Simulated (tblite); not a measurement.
C2H10OSSi2.
Cartesian coordinates in Å at the GFN2-xTB level; atoms count from 1:
```xyz
16
C2H10OSSi2 angstrom
C     -1.8630   -0.5986    0.5732
Si    -0.6113    0.6182   -0.1603
O     -0.0530    1.7067    0.9190
S     -1.7246    1.6875   -1.7043
C      0.9546   -0.1803   -0.8584
Si     1.9891   -1.1097    0.4382
H     -1.4478   -1.0954    1.4442
H     -2.7792   -0.0980    0.8744
H     -2.1344   -1.3627   -0.1474
H     -0.6352    2.3149    1.3693
H     -0.7237    2.4729   -2.0684
H      1.5775    0.5906   -1.3117
H      0.6812   -0.8643   -1.6611
H      3.1310   -1.7354   -0.2370
H      2.4662   -0.1845    1.4635
H      1.1651   -2.1530    1.0554
```

Calculated harmonic vibrations of the isolated species, GFN2-xTB (tblite), most abundant isotopes, no scaling. This tight-binding method is rough: wavenumbers can miss measured ones by several per cent, in bad cases by 10 to 20. Modes of hydrogen on silicon and sulfur can be 10 to 20 % off. One conformer, not necessarily the lowest.

Harmonic wavenumbers (cm⁻¹): 27.9, 84.2, 91.8, 108.7, 121.7, 148.4, 162.0, 192.2, 223.4, 240.9, 279.2, 453.6, 490.9, 530.1, 667.6, 680.2, 690.9, 743.0, 772.5, 783.7, 786.8, 796.6, 802.5, 823.9, 860.6, 899.0, 1024.7, 1143.5, 1378.7, 1446.3, 1477.6, 1482.8, 2235.8, 2242.9, 2284.9, 2474.9, 2980.2, 2990.8, 3034.5, 3048.1, 3058.4, 3642.8.

A = 2915, B = 967.6, C = 924.8 MHz; mass 137.999 u (most abundant isotopes); point group C1, symmetry number 1.

What is the zero-point energy?

Half the sum of the wavenumbers: 24205 cm⁻¹ = 69.20 kcal/mol.

Give the ideal-gas entropy at 350 K and 1 bar in the rigid-rotor, harmonic-oscillator model (classical rotation).

Translation 41.50, rotation 29.68, vibration 43.28: S = 114.5 cal/(mol K).

And Cp and H(350 K) − H(0)?

Cp = 45.92 cal/(mol K), of which vibrations give 37.97 (their classical limit is 42 R = 83.5); H(350 K) − H(0) = 10.27 kcal/mol without the zero-point energy, 7.48 from vibrations.

Which modes carry the vibrational entropy at 350 K?

27.9 cm⁻¹: 6.29; 84.2 cm⁻¹: 4.11; 91.8 cm⁻¹: 3.94; 108.7 cm⁻¹: 3.60; 121.7 cm⁻¹: 3.38; 148.4 cm⁻¹: 3.00 cal/(mol K); the other 36 give 18.96 together.

How do the functions run with temperature in this model?

```
 T (K)  S (cal/(mol K))  Cp (cal/(mol K))  H − H(0) (kcal/mol)  G − H(0) (kcal/mol)  ln q(vib)
   150             83.9              28.0                 2.80                -9.79       4.41
   250            100.4              37.6                 6.08               -19.03       7.84
298.15            107.4              41.8                 7.99               -24.04       9.40
   400            120.8              49.4                12.65               -35.68      12.53
   600            143.0              59.7                23.64               -62.14      18.14
   900            169.2              69.6                43.14              -109.12      25.42
```

q(vib) and H(0) count from the zero-point level.

Hindered rotation and anharmonicity are outside this model. Other conformers, if any are populated, would add a mixing term that is left out. The structure is chiral; the term R ln 2 for an equal mix with its mirror image is left out.
